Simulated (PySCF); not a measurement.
# MOCl across the fourth-period p block

Level: PBE0, basis family def2-TZVP, no relativity.

Each entry is the lowest minimum that a search over a few typed start shapes (and spin states, where more than one is plausible) found, or that minimum re-optimised at the stated level; isomers with ligand–ligand bonds, or fragments after loss of a ligand pair, can lie lower. Open shells are unrestricted; no spin–orbit coupling; PySCF with density fitting.

```csv
molecule,2S+1,point group,mean bond to the central atom (Å),dipole (D),atomisation (kJ/mol),lowest ω (cm⁻¹),gap (eV)
GaOCl,1,C∞v,1.862,3.44,767,155,5.70
GeOCl,2,Cs,1.913,2.48,803,159,–
BrOCl,1,Cs,1.933,2.42,358,218,3.69
```

Left out of the table are members whose search was unfinished or whose lowest solution was spin-contaminated, unstable, very soft or bonded differently.
